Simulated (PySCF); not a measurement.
Species: C6H10NO (doublet state).
Geometry (GFN2-xTB, Å), atoms numbered from 1 in this order:
```
atom  x, y, z in Å
C1    -2.1796   -0.5344    0.2182
C2    -1.1819    0.5845    0.5412
C3    -0.0051    0.5485   -0.3574
C4     0.3814    1.4383   -1.3340
N5     1.4812    1.0677   -1.9688
O6     1.9003   -0.1158   -1.4459
C7     1.0319   -0.5327   -0.3911
C8     1.8219   -0.6950    0.9134
H9    -3.0579   -0.4463    0.8526
H10   -2.4933   -0.4710   -0.8212
H11   -1.7299   -1.5104    0.3848
H12   -1.6760    1.5523    0.4370
H13   -0.8573    0.4766    1.5812
H14   -0.0966    2.3567   -1.6161
H15    0.6140   -1.5125   -0.6743
H16    1.1613   -1.0469    1.7006
H17    2.6228   -1.4133    0.7657
H18    2.2539    0.2599    1.2024
```

The hyperfine couplings belong to this conformer and change with its torsions.

The species is `CC[C]1C=NO[C@H]1C` [radical].

The calculation used UKS B3LYP, pcH-1 on C H N O, non-relativistic, mean-field spin-orbit, GIAO in PySCF. Geometry: GFN2-xTB, one conformer, isolated molecule. A GFN2-xTB geometry isn't a minimum of the functional, and hyperfine couplings can be far from their values at a DFT geometry. No stability test was run, so a lower SCF solution isn't excluded. ⟨S²⟩ is 0.773 where a pure state has 0.75.

The Mulliken spin populations are largest on C3 (+0.57), N5 (+0.49), C4 (-0.22) and O6 (+0.12). The positive populations add up to 1.32 and the negative ones to -0.32, together 2S = 1. The angles at C3 add up to 360.0°, so it is planar.

Problem. Find Q in a(H) = Q·ρ(C) for the protons on the planar carbons that carry spin.

Solution. 
```tsv
H	C	ρ(C)	a(H) (G)	a/ρ (G)
H14	C4	-0.223	+3.03	-13.6
```

One proton gives one ratio, Q = -13.6 G, and no test of linearity. In every row coupling and population have opposite signs. Where ρ is negative the coupling is positive.

Problem. How do the β-proton couplings of this frozen conformer go with θ, the angle between the C–H bond and the normal to the plane of the spin centre's three neighbours, both seen down the bond from centre to carbon?

Solution. 
| β H | on | centre | θ (°) | cos²θ | a (G) |
| --- | --- | --- | --- | --- | --- |
| H12 | C2 | C3 | 82 | 0.02 | +1.01 |
| H13 | C2 | C3 | 37 | 0.64 | +16.64 |
| H15 | C7 | C3 | 27 | 0.79 | +40.43 |

Fitting the Heller–McConnell form a = ρ(B0 + B2 cos²θ), with Mulliken ρ = 0.57, gives B0 = -3.1 G and B2 = 76.9 G, with a largest miss of 9.6 G.

Couplings in gauss use g_iso = 2.0040.
